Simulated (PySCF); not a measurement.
Stationary points of GeO(OH)2

All numbers come from PBE0/[Ge def2-TZVP, O def2-TZVP, H def2-TZVP], no relativity, density fitting, PySCF.

Relaxations began from a few typed shapes. The search is not exhaustive: other isomers or separated fragments can lie lower, and high-lying points may rest on an excited occupation.

```
   spin  group                                                       bonds                                                                     angles  imaginary modes (cm⁻¹)  ΔE (kJ/mol)  ΔE with ZPE (kJ/mol)
singlet    C2v           Ge–O 1.631 Å, Ge–O 1.742 Å (×2), O–H 0.963 Å (×2)                      Ge–O–H 110.9° (×2), O–Ge–O 101.7°, O–Ge–O 129.1° (×2)                    none          0.0                   0.0
singlet     Cs  Ge–O 1.627 Å, Ge–O 1.740 Å, Ge–O 1.754 Å, O–H 0.963 Å (×2)  Ge–O–H 111.1°, Ge–O–H 111.9°, O–Ge–O 102.8°, O–Ge–O 128.1°, O–Ge–O 129.1°                    none          1.7                   1.4
```

The lowest minimum found is the singlet C2v: Ge–O 1.631 Å, Ge–O 1.742 Å (×2), O–H 0.963 Å (×2); Ge–O–H 110.9° (×2), O–Ge–O 101.7°, O–Ge–O 129.1° (×2).
